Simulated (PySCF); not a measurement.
Species: [Rh(H2O)6]3+ (charge +3 and singlet state).
Bonds: Rh1–O2, Rh1–O5, Rh1–O8, Rh1–O11, Rh1–O14, Rh1–O17. Hydrogens: H3, H4 on O2; H6, H7 on O5; H9, H10 on O8; H12, H13 on O11; H15, H16 on O14; H18, H19 on O17.

Theory: PBE0-D3(BJ)/def2-SVP geometry optimisation, gas phase, def2 core potentials past Kr in PySCF.

(1) List the bond lengths and angles at this level.

## Answers

(1) 
```csv
bond,length (Å)
Rh1–O2 and 5 like bonds,2.033
O2–H3 and 11 like bonds,0.977
```

Bonds in one row agree within 0.01 Å and their mean is given. A selection of angles:
```csv
angle,degrees
O2–Rh1–O5,176.8
O2–Rh1–O8,92.0
O2–Rh1–O11,88.0
O2–Rh1–O14,86.3
O2–Rh1–O17,93.7
O5–Rh1–O11,88.9
O8–Rh1–O11,179.7
Rh1–O2–H3,122.1
Rh1–O2–H4,125.8
H3–O2–H4,109.3
Rh1–O5–H6,122.5
Rh1–O5–H7,127.0
```

O2 (oxygen bonded to Rh and 2 H) is almost planar (angles 125.8°, 122.1° and 109.3°, sum 357.3°, 0.11 Å off the plane of its three neighbours). Rh1 (rhodium bonded to 6 O) is octahedral (the three widest angles are 179.8°, 179.7° and 176.8°, the others run from 86.0° to 93.9°).

Stationary, but not proved a minimum. No counter-ion or solvent screens the charge of this multiply charged ion.

The run took 6.7 min of wall time on an Arm Neoverse V2 with one thread, no GPU, shared host, and the process peaked at 0.75 GiB of memory. This is the geometry optimisation.
